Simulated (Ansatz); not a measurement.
Cartesian coordinates in Å:
```
C -0.581 0.506 -1.431
C -0.231 -0.680 -0.547
C -1.265 -0.867 0.552
C 1.178 -0.565 0.018
In 1.409 1.153 1.274
F -0.001 2.438 1.691
F 2.995 1.771 2.215
H -0.640 1.427 -0.839
H 0.161 0.651 -2.221
H -1.554 0.369 -1.907
H -0.238 -1.583 -1.174
H -1.337 0.033 1.175
H -2.258 -1.044 0.131
H -1.019 -1.714 1.198
H 1.450 -1.427 0.632
H 1.932 -0.468 -0.767
```

Total charge 0; spin multiplicity 1. In takes the def2 core potential.

(1) List the r2SCAN/def2-TZVPP orbital energies in eV (Ansatz). (Best estimate.)

Results:

(1) Ansatz gave: Occupied: -664.37, -664.33, -274.08, -273.97, -273.22, -273.21, -125.88, -82.66, -82.33, -82.29, -28.77, -28.71, -21.81, -20.00, -19.81, -19.80, -19.72, -19.45, -18.30, -18.08, -14.95, -12.57, -11.85, -11.60, -10.87, -10.23, -9.80, -9.34, -9.16, -8.95, -8.92, -8.77, -8.77, -8.50, -8.34, -7.48. Lowest empty: -2.13, -1.52, 0.26, 0.68, 1.57, 2.08, 2.15, 2.40.
